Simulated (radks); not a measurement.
Results of a calculation; reference values are marked as such.
Q: Coherent X-ray form factor from a spherical all-electron density. Level of theory: scalar-relativistic Kohn-Sham, r2SCAN, spin-polarised, spherical densities, finite nucleus; meta-GGA in the generalised Kohn-Sham scheme; Fermi nuclear charge, rms radius of each element as measured or else 0.836 A^(1/3) + 0.57 fm (a radial shooting solver on a logarithmic mesh with Libxc functionals).

sin(theta)/lambda (1/angstrom),f0 (electrons)
0.05,13.915
0.1,13.667
0.15,13.276
0.2,12.768
0.25,12.179
0.3,11.544
0.4,10.260
0.5,9.104
0.6,8.152
0.8,6.768
1,5.736
1.25,4.596
1.5,3.604
2,2.262

The species is in the configuration that NIST lists as its ground one. Which atom or ion scatters so?

A: The titanium ion Ti8+, [Ne] 3s2 3p2. Extrapolating in s^2 from the first two rows gives f0(0) = 14.0, near the electron count 14; among species with that count, the fall with angle is slower the higher Z, and the table is that of Z = 22; from so few rows the species is fixed only to a neighbour or two.
